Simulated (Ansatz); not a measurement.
`C[O][Sn]([OH])([F])[Cl]`. The species carries charge 0 and has multiplicity 1. Correlated methods include outer-core shells of Sn, which these sets cover unevenly. Sn: def2 effective core potential.

Z-matrix (Å, degrees):
```
C
O 1 1.418
H 1 1.096 2 112.1
H 1 1.092 2 106.9 3 -118.5
H 1 1.095 2 112.0 3 122.9
Sn 2 1.924 1 120.6 3 -60.1
F 6 1.894 2 105.4 1 176.0
O 6 1.934 2 110.1 1 -65.9
Cl 6 2.300 2 113.3 1 58.4
H 8 0.962 6 113.4 2 159.5
```

(1) Give the diagnostics of a CCSD(T)/def2-TZVPP run (frozen core, Ansatz). (Best estimate.)

Results:

(1) Computed: T1 = 0.0139, largest single amplitude 0.034, largest double 0.022, (T) share of the correlation energy 3.5 %, 10 CCSD cycles. The RHF solution is stable towards an unrestricted one. T1 lies under the customary mark of 0.02 for closed shells.
